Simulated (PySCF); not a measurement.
# Polarisability and C₆ of Rh⁻ (rhodium, charge -1)

[Kr] 4d8 5s2, high-spin 3F determinant. All numbers are calculated (PySCF 2.14, the spin-free X2C one-electron Hamiltonian (Gaussian nucleus), in aug-cc-pwCVTZ-DK with one added diffuse shell each of s, p, d, f, g type (12s11p9d5f4g, 161 functions)). Coupled (time-dependent) response in atomic units; α is the mean over directions.

```
method  mean α (bohr³)  C₆ (like pair)      S(−4)
   UHF           11980          734200  268900000
```

S(−4) is the Cauchy moment in α(ω) = α(0) + S(−4) ω² + …

Spin-orbit coupling is absent.

α(iu) at UHF:

| u (hartree) | α(iu) (bohr³) |
| --- | --- |
| 0 | 11980 |
| 0.0500 | 339.3 |
| 0.100 | 132.8 |
| 0.200 | 50.49 |
| 0.300 | 28.86 |
| 0.500 | 14.80 |
| 0.750 | 8.941 |
| 1.00 | 6.265 |
| 1.50 | 3.719 |
| 2.00 | 2.502 |
| 3.00 | 1.364 |
| 5.00 | 0.5905 |

For an ion, C₆ is the dispersion term alone; charge-induced terms of lower order in 1/R come first.

⟨S²⟩ = 2.40 against 2.00 shows spin contamination. The outer electron is barely bound at this level, so radii and moments hang on the diffuse functions.
